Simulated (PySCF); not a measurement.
CH5AlS2.

```xyz
9

Al     0.3588    -0.0689    -0.0240
C      2.2560    -0.4820    -0.1577
H      2.3989    -1.5620    -0.3360
H      2.7945    -0.2295     0.7703
H      2.7349     0.0554    -0.9921
S     -0.6487    -0.2435     1.9229
H     -1.8809     0.0960     1.4789
S     -0.7449     0.5414    -1.8253
H     -1.9504     0.6623    -1.2229
```
Charge 0, spin multiplicity 1.

The structure is a stationary point at B3LYP-D3(BJ)/def2-SVP. The structure was generated by enumeration; whether it is a known compound was not checked. Other conformers were not sampled.

These are PBE0/pcSseg-1 (PySCF) values and carry that method's errors. Non-relativistic, no solvent.

Computed absolute GIAO shielding of each atom: isotropic value and principal components (ppm):
```json
[
 {"atom": "Al1", "σ(iso)": "306.4", "σ11": "248.0", "σ22": "331.8", "σ33": "339.5", "span": "91.5"},
 {"atom": "C2", "σ(iso)": "194.0", "σ11": "191.2", "σ22": "191.7", "σ33": "199.0", "span": "7.7"},
 {"atom": "H3", "σ(iso)": "31.3", "σ11": "26.9", "σ22": "28.2", "σ33": "38.7", "span": "11.8"},
 {"atom": "H4", "σ(iso)": "31.3", "σ11": "26.4", "σ22": "28.9", "σ33": "38.6", "span": "12.2"},
 {"atom": "H5", "σ(iso)": "31.3", "σ11": "26.4", "σ22": "28.9", "σ33": "38.6", "span": "12.2"},
 {"atom": "S6", "σ(iso)": "676.5", "σ11": "592.5", "σ22": "661.5", "σ33": "775.4", "span": "183.0"},
 {"atom": "H7", "σ(iso)": "30.5", "σ11": "23.2", "σ22": "28.1", "σ33": "40.2", "span": "17.0"},
 {"atom": "S8", "σ(iso)": "675.8", "σ11": "591.3", "σ22": "661.0", "σ33": "775.1", "span": "183.8"},
 {"atom": "H9", "σ(iso)": "30.5", "σ11": "23.2", "σ22": "28.1", "σ33": "40.2", "span": "17.0"}
]
```
